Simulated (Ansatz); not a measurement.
Basis sets compared for SnCl3(pyrrolidide) (C₄H₈Cl₃NSn). Charge 0, multiplicity 1. Geometry PBE-D4/def2-SVP. Ansatz on 4 threads of Arm Neoverse V2 on a shared host; times are rough, and most runs start from earlier orbitals.

```xyz
17

Sn   -0.8310    0.6389   -1.9615
Cl    1.3967    0.6605   -2.8106
Cl   -2.0613   -0.9003   -3.2512
Cl   -1.6919    2.8184   -2.1908
N    -1.0479    0.0974    0.0199
C    -0.3259    0.9677    0.9663
C     1.1056    0.3925    1.0942
C     0.9585   -1.0980    0.6728
C    -0.5451   -1.2520    0.3361
H    -0.8626    0.8958    1.9410
H    -0.3730    2.0316    0.6570
H     1.5060    0.5110    2.1204
H     1.7962    0.9234    0.4084
H     1.5773   -1.3115   -0.2218
H     1.2753   -1.8020    1.4675
H    -0.7667   -1.9707   -0.4791
H    -1.1102   -1.6027    1.2314
```

In the def2 sets Sn takes a core potential; there is no spin–orbit coupling.

Binding counts from free atoms (Sn triplet, Cl doublet, N quartet, C triplet, H doublet) in the same basis, without a counterpoise term.

| level | functions | energy (Eh) | HOMO (eV) | LUMO (eV) | binding per atom (eV) | wall time |
| --- | --- | --- | --- | --- | --- | --- |
| PBE-D4/def2-SVP | 190 | -1805.6072 | -5.95 | -3.58 | 4.02 | 3.5 s |
| PBE0-D4/def2-SVP | 190 | -1805.7578 | -7.29 | -2.81 | 3.94 | 6 s |

(1) Estimate the rows for PBE-D4/def2-TZVP, PBE0-D4/def2-TZVP (with forces).

Answers

(1) 
```json
{"level": "PBE-D4/def2-TZVP", "functions": "364", "energy (Eh)": "-1806.3283", "HOMO (eV)": "-6.12", "LUMO (eV)": "-3.75", "binding per atom (eV)": "3.99", "wall time": "8 s"}
{"level": "PBE0-D4/def2-TZVP (with forces)", "functions": "364", "energy (Eh)": "-1806.4690", "HOMO (eV)": "-7.38", "LUMO (eV)": "-2.92", "binding per atom (eV)": "3.91", "wall time": "25 s"}
```
